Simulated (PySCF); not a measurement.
1,2-difluorocyclopenta-1,3-diene (C5H4F2), SMILES FC1=C(F)CC=C1.

Geometry optimised at B3LYP-D3(BJ)/def2-SVP. The values are those of a single conformer.

All values below come from M06-2X/def2-TZVP in PySCF.

Symmetry labels are those of the subgroup Cs that the program uses (full group Cs).

Problem. List the valence orbital energies around the gap with their symmetry. (An estimate is asked for; the answer gives what the named calculation found.)

Solution. 
```tsv
orbital	symmetry	energy (eV)
HOMO−7	A"	-15.35
HOMO−6	A'	-14.16
HOMO−5	A"	-13.96
HOMO−4	A'	-13.29
HOMO−3	A'	-12.28
HOMO−2	A'	-11.38
HOMO−1	A"	-10.12
HOMO	A"	-7.63
LUMO	A"	0.05
LUMO+1	A'	2.03
LUMO+2	A'	2.20
LUMO+3	A"	2.95
```
